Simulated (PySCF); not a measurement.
A side-by-side comparison of computed properties.

First species: C5H6FNS.
Bonds: C1–C2, C2–C3, C3–S4 (aromatic), S4–N5 (aromatic), N5–C6 (aromatic), C6–C7 (aromatic), C7–F8, C3–C7 (aromatic). Hydrogens: H9, H10, H11 on C1; H12, H13 on C2; H14 on C6.

Second species: C4H9NOSi.
InChI=1S/C4H9NOSi/c1-3(6)4-2-5-7-4/h4-5H,2,7H2,1H3/t4-/m0/s1

Levels: PBE0/def2-SVPD for dipole moment, HOMO energy, LUMO energy, HOMO–LUMO gap, static isotropic polarisability and electronic spatial extent ⟨r²⟩ about the centre of nuclear charge; TDDFT PBE0/def2-SVPD for lowest singlet excitation; TDA PBE0/def2-SVPD for lowest triplet excitation (Tamm–Dancoff); GFN2-xTB for rotational constant A and rotational constant C. Geometries: GFN2-xTB. Each structure is a single optimised conformer of the isolated species, non-relativistic unless stated; the electronic structure was computed with PySCF and density fitting.

Dipoles, sizes and rotational constants follow the conformer. The torsions of the flexible species, by atom-mapped SMILES:
- `[CH3:1][CH2:2][c:3]1[s:4][n:5][cH:6][c:7]1[F:8]`: C1–C2–C3–S4 56°
- `[CH3:1][C:2](=[O:3])[C@@H:4]1[CH2:5][NH:6][SiH2:7]1`: C1–C2–C4–C5 -166°

```tsv
property	column X	column Y
dipole moment	2.60 D	2.16 D
HOMO energy	-6.84 eV	-7.46 eV
LUMO energy	-0.58 eV	-1.12 eV
HOMO–LUMO gap	6.26 eV	6.34 eV
lowest singlet excitation	4.56 eV	5.55 eV
lowest triplet excitation (Tamm–Dancoff)	4.01 eV	3.90 eV
static isotropic polarisability	81.5 au	81.1 au
electronic spatial extent ⟨r²⟩ about the centre of nuclear charge	946 bohr²	1087 bohr²
rotational constant A	3.879 GHz	2.298 GHz
rotational constant C	1.385 GHz	1.053 GHz
```

Q: Which column belongs to which species?

A: Column X is the second species and column Y the first. The first has 14 atoms and 68 electrons, the second 16 and 62.

Q: How does each property change from the first species to the second?

A: dipole moment +0.44 D; HOMO energy +0.62 eV; LUMO energy +0.54 eV; HOMO–LUMO gap -0.08 eV; lowest singlet excitation -0.99 eV; lowest triplet excitation (Tamm–Dancoff) +0.11 eV; static isotropic polarisability +0.4 au; electronic spatial extent ⟨r²⟩ about the centre of nuclear charge -141 bohr²; rotational constant A +1.581 GHz; rotational constant C +0.332 GHz.

On the first: The vertical singlet–triplet gap S1 − T1 is 1.65 eV (TDDFT singlet less Tamm–Dancoff triplet; S1: HOMO→LUMO, weight 0.91; T1: HOMO→LUMO, weight 0.59, beside HOMO−1→LUMO, weight 0.35). S1 lies 0.79 eV below the HOMO–LUMO gap; its leading configuration is HOMO→LUMO, weight 0.91.

On the second: S1 lies 1.70 eV below the HOMO–LUMO gap; its leading configuration is HOMO−1→LUMO, weight 0.41, beside HOMO−1→LUMO+1, weight 0.34. A dipole of 2.60 D is allowed in C1, and pure rotational transitions are dipole-allowed.
